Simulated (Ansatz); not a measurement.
`CC(=O)N[SiH2]Cl`, charge 0, multiplicity 1.

(1) Give a relaxed structure at PBE0-D4/def2-TZVP (Ansatz 0.2.0). (An estimate is asked.)

## Answers

(1) Ansatz gave: 
Z-matrix (Å, degrees):
```
C
C 1 1.499
H 1 1.087 2 109.4
H 1 1.093 2 110.2 3 -120.5
H 1 1.093 2 110.4 3 120.6
O 2 1.223 1 123.8 3 0.8
N 2 1.357 1 119.0 3 -179.3
Si 7 1.750 2 111.2 1 -179.9
H 7 1.006 2 121.8 1 0.1
Cl 8 2.068 7 103.1 2 179.9
H 8 1.473 7 112.4 2 65.2
H 8 1.473 7 112.5 2 -65.3
```
Point group Cs.
This is one stationary point; other conformers may exist.
